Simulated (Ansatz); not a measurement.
A nudged elastic band was laid between two geometries of BrH₂OSi (5 atoms, charge 0, multiplicity 2).

Theory: UKS B3LYP-D4/def2-SVP in Ansatz.

```json
{"movable images": "2", "climbing image": "yes", "spring": "5.0 eV/Å²", "optimiser": "quadratic models (default)", "start path": "through a guess of the saddle point", "force threshold": "0.05 eV/Å", "iteration limit": "60", "end points": "relaxed"}
```

Initial state:

```xyz
5
Properties=species:S:1:pos:R:3
O -1.203 0.039 -0.131
Si 0.402 0.484 -0.154
Br 1.768 -1.318 -0.031
H -1.510 -0.576 -0.811
H 0.594 1.297 1.086
```

Final state:

```xyz
5
Properties=species:S:1:pos:R:3
O -1.327 -0.337 0.977
Si -0.061 0.080 -0.030
Br 1.650 -1.351 -0.045
H -0.642 0.137 -1.400
H 0.430 1.398 0.457
```

(1) What changes between the two ends?

(2) What energy profile does the band end with?

(3) What is the geometry of the highest image?

## Answers

(1) Bonds broken: O1–H4. Bonds formed: Si2–H4.

(2) It converged. The highest image is number 2 of 0 to 3, 2.07 eV above the first end and 0.87 eV above the last; the last end lies 1.20 eV above the first. Neighbouring images differ by up to 1.8 eV, so the band resolves the path poorly. Another band between the same ends (7 images) ends at a top of the same energy, where a vibrational analysis finds 1 clearly imaginary mode. So few images can step over the top or miss a turn of the path.

```json
{"image": "0", "path coordinate (Å)": "0.00", "energy (eV)": "0.00", "O1–H4 (Å)": "0.97", "Si2–H4 (Å)": "2.28"}
{"image": "1", "path coordinate (Å)": "0.67", "energy (eV)": "0.27", "O1–H4 (Å)": "0.97", "Si2–H4 (Å)": "2.03"}
{"image": "2", "path coordinate (Å)": "1.34", "energy (eV)": "2.07", "O1–H4 (Å)": "1.42", "Si2–H4 (Å)": "1.59"}
{"image": "3", "path coordinate (Å)": "2.30", "energy (eV)": "1.20", "O1–H4 (Å)": "2.52", "Si2–H4 (Å)": "1.49"}
```

(3) 
```xyz
5
Properties=species:S:1:pos:R:3:forces:R:3
O -1.409 -0.306 0.342 -0.02 -0.01 0.00
Si 0.129 0.136 0.010 0.02 0.00 -0.01
Br 1.765 -1.368 0.056 -0.01 0.01 0.00
H -1.106 0.050 -0.994 0.00 0.00 0.01
H 0.670 1.414 0.545 0.01 0.00 0.00
```

The run took 56 s on 2 threads of Arm Neoverse V1, on a shared host, peak memory 0.23 GiB.
